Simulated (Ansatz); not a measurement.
B(Me)(OH)(SeH) (CH5BOSe), SMILES CB(O)[SeH].

Geometry: B3LYP-D3(BJ)/def2-SVP. The structure was generated by enumeration, and PubChem lists no compound with its InChIKey, so it may never have been made. One conformer was computed; it need not be the lowest.

Two levels are set side by side: PBE/def2-SVPD (Ansatz, a quantum-chemistry and plane-wave program) and PBE0/def2-SVPD (Ansatz). Energy differences of separate SCF runs at the same geometry; the states with an electron removed or added have multiplicity 2 and 2. Differences are taken from unrounded values.

| quantity | PBE |
|---|---|
| vertical ionisation energy (eV) | 9.23 |
| vertical singlet–triplet gap (eV) | 5.12 |

These are the PBE values. What does PBE0 give? (An estimate is asked for; the answer gives what the named calculation found.)


| quantity | PBE0 | PBE minus PBE0 |
|---|---|---|
| vertical ionisation energy (eV) | 9.30 | -0.07 |
| vertical singlet–triplet gap (eV) | 5.29 | -0.18 |
